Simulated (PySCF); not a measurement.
Compound: [AlCl3(PMe3)], C3H9AlCl3P.
Numbering: `[CH3:1][P+:2]([CH3:3])([CH3:4])[Al-:5]([Cl:6])([Cl:7])[Cl:8]` (hydrogens: H9, H10, H11 on C1; H12, H13, H14 on C3; H15, H16, H17 on C4)

Method: PySCF, PBE0-D3(BJ)/def2-SVP geometry optimisation, gas phase; density fitting, grid level 1; the optimiser is geomeTRIC in internal coordinates, started from a GFN2-xTB structure with every atom displaced at random (about 0.01 Å).

Step 0: E = -56677.4992 eV
```
atom  x, y, z in Å  |  force x, y, z in eV/Å
C1     -1.1459    1.3204    0.4413   -0.549   0.819   0.321
P2     -0.0180   -0.0081    0.0054    0.322  -0.405  -0.154
C3     -1.0861   -1.1554   -0.9533    0.802   0.697   0.561
C4      0.2403   -0.8720    1.5951   -2.008   0.162  -0.425
Al5     2.1066    0.7081   -1.1446   -1.116  -0.172   0.869
Cl6     1.2761    1.6021   -2.7948   -0.464   0.590  -1.097
Cl7     2.8557    1.9406    0.3382    0.416   0.665   0.685
Cl8     2.9894   -1.1281   -1.3682    0.668  -1.221  -0.204
H9     -0.6626    2.0499    1.1203    0.022  -0.216  -0.185
H10    -1.4506    1.8705   -0.4620    0.096  -0.023  -0.049
H11    -2.0655    0.9484    0.9348    0.236  -0.048  -0.087
H12    -1.9568   -1.4097   -0.3761   -0.766  -0.192   0.410
H13    -0.5250   -2.0442   -1.1734    0.492  -0.772  -0.242
H14    -1.3596   -0.6782   -1.8781   -0.247   0.352  -0.719
H15     0.7377   -0.2337    2.2870    0.766   0.781   0.723
H16    -0.7574   -1.1359    2.0325    0.570   0.046  -0.262
H17     0.8072   -1.7572    1.4298    0.760  -1.063  -0.143
```

Step 1: E = -56677.8060 eV
```
atom  x, y, z in Å  |  force x, y, z in eV/Å
C1     -1.1276    1.3836    0.4256   -0.015  -0.087  -0.011
P2     -0.0477   -0.0258    0.0277   -0.363  -0.070   0.188
C3     -1.0540   -1.1591   -0.9728   -0.093  -0.092  -0.091
C4      0.2420   -0.8953    1.5948    0.313  -0.101   0.209
Al5     1.9348    0.6740   -1.0436    0.324   0.014  -0.208
Cl6     1.1425    1.6010   -2.7978    0.000  -0.075   0.094
Cl7     2.7647    2.0008    0.4043   -0.056  -0.032  -0.018
Cl8     2.9278   -1.2030   -1.3067   -0.041   0.159  -0.004
H9     -0.5726    2.0718    1.0748    0.048   0.065   0.050
H10    -1.3733    1.9112   -0.5056    0.012   0.024  -0.056
H11    -2.0519    1.0576    0.9244    0.005  -0.005   0.008
H12    -1.9707   -1.4394   -0.4275    0.060   0.006  -0.086
H13    -0.4675   -2.0645   -1.2006   -0.011   0.108   0.024
H14    -1.3175   -0.6680   -1.9239    0.045  -0.031   0.086
H15     0.7930   -0.2294    2.2841   -0.048  -0.111  -0.166
H16    -0.6978   -1.2054    2.0693   -0.118   0.009  -0.001
H17     0.8611   -1.7926    1.4073   -0.061   0.221  -0.016
```

Question: Estimate the geometry and energy of step 2. (The exact step hangs on the optimiser's Hessian estimate; all steps are aligned on step 1, rigid shifts and turns removed.)

Answer: E = -56677.8191 eV, largest force 0.121 eV/Å
```
atom  x, y, z in Å  |  force x, y, z in eV/Å
C1     -1.1278    1.3847    0.4315    0.023   0.003  -0.003
P2     -0.0594   -0.0329    0.0376   -0.083   0.005   0.031
C3     -1.0624   -1.1602   -0.9762   -0.017  -0.007   0.005
C4      0.2392   -0.8996    1.6059    0.011  -0.051   0.070
Al5     1.9479    0.6756   -1.0514    0.058  -0.085  -0.043
Cl6     1.1284    1.5727   -2.8039    0.007  -0.016   0.058
Cl7     2.7573    2.0023    0.4050   -0.043  -0.001  -0.027
Cl8     2.9589   -1.1858   -1.3145   -0.026   0.118  -0.009
H9     -0.5649    2.0727    1.0796   -0.007  -0.005  -0.008
H10    -1.3638    1.9115   -0.5047    0.005  -0.003   0.002
H11    -2.0556    1.0695    0.9306   -0.005   0.003   0.004
H12    -1.9852   -1.4481   -0.4506    0.002  -0.013  -0.024
H13    -0.4683   -2.0571   -1.2042    0.019   0.010  -0.003
H14    -1.3113   -0.6606   -1.9237    0.024   0.007   0.003
H15     0.7971   -0.2339    2.2813    0.006  -0.004  -0.034
H16    -0.7040   -1.2064    2.0835    0.020   0.010  -0.013
H17     0.8591   -1.7869    1.4079    0.006   0.028  -0.012
```

The energy changes by -0.0131 eV. The first-order estimate −F·Δx gives -0.0243 eV and the mean of the old and new forces, exact on a quadratic surface, -0.0150 eV. The step makes an angle of 66° with the force vector and moves no atom by more than 0.036 Å.

What follows is the cost of the whole optimisation. Time: 2.9 min of wall time; peak memory 0.80 GiB. Hardware: one thread, Arm Neoverse V2 (aarch64), on a shared host.
